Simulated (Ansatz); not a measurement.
Basis-set extrapolation for C2H6AlNOSi (`OC1=[C]([AlH2])[SiH2]N1`) (PBE0-D4/def2-TZVP geometry, frozen core, the Gaussian-basis code of Ansatz). Multiplicity 1, RHF reference.

```tsv
	def2-TZVPP	def2-QZVPP
HF	-739.483602	-739.509291
MP2 correlation	-0.950984	-1.020038
CCSD(T) correlation	-1.032156	not run
```

Energies in hartree. Use E(X) = E(∞) + A·exp(−7.88·√X) for Hartree–Fock and E(X) = E(∞) + B·X^(−2.97) for correlation, with X = 3 and 4, and add CCSD(T) minus MP2 of the smaller set to the MP2 limit.

**Question.** What is the CCSD(T) energy at the basis-set limit?

**Answer.** HF limit: -739.509291 + (-0.025689) × 0.13774 = -739.51283. MP2 limit: -1.020038 + (-0.069054) × 0.74074 = -1.07119. Higher-order term: -1.032156 − (-0.950984) = -0.08117. Total: -740.66519 hartree, 392.3 kJ/mol below CCSD(T)/def2-TZVPP.
